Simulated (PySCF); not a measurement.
CHAlFNO2, SMILES O=C=[N][Al]([OH])[F]. Atoms are numbered in the order given.

```xyz
7

Al    -0.0214     0.9233     0.0000
F     -1.5030     1.6558     0.0000
N      0.0468    -0.8381     0.0000
C      0.0347    -2.0413     0.0000
O      0.0329    -3.2119     0.0000
O      1.3430     1.9093     0.0000
H      2.2618     1.6296     0.0000
```
Charge 0, spin multiplicity 1.

Geometry: B3LYP-D3(BJ)/def2-SVP. The structure was generated by enumeration; whether it is a known compound was not checked. One conformer was computed; it need not be the lowest.

Method: TDDFT-PBE/def2-SVPD (PySCF).

Vertical excitations. The molecule is in vacuum. State labels are in the subgroup Cs.

```
state  symmetry  energy (eV)  λ (nm)      f                                            main pairs
-----  --------  -----------  ------  -----  ----------------------------------------------------
S1           A'         5.77     215  0.009                                       HOMO→LUMO 100 %
S2           A"         5.88     211  0.002                                     HOMO−1→LUMO 100 %
S3           A"         6.22     199  0.000                                     HOMO→LUMO+1 100 %
S4           A"         6.58     188  0.053                                      HOMO−2→LUMO 99 %
S5           A'         6.70     185  0.052                  HOMO−1→LUMO+1 78 %, HOMO→LUMO+2 18 %
S6           A'         6.94     179  0.038                                      HOMO−3→LUMO 87 %
S7           A'         7.31     170  0.036                                    HOMO−2→LUMO+1 85 %
S8           A"         7.34     169  0.002                                    HOMO−1→LUMO+2 97 %
S9           A"         7.37     168  0.002                                    HOMO−3→LUMO+1 98 %
S10          A'         7.75     160  0.099  HOMO→LUMO+3 56 %, HOMO→LUMO+2 24 %, HOMO→LUMO+4 12 %
T1           A'         5.61     221      0                                       HOMO→LUMO 100 %
T2           A"         5.72     217      0                                     HOMO−1→LUMO 100 %
T3           A'         5.98     207      0                                    HOMO−1→LUMO+1 96 %
T4           A"         6.06     205      0                                      HOMO→LUMO+1 97 %
```
Triplets are in the Tamm–Dancoff approximation, which puts them higher than full response would, so one can lie above its singlet here.
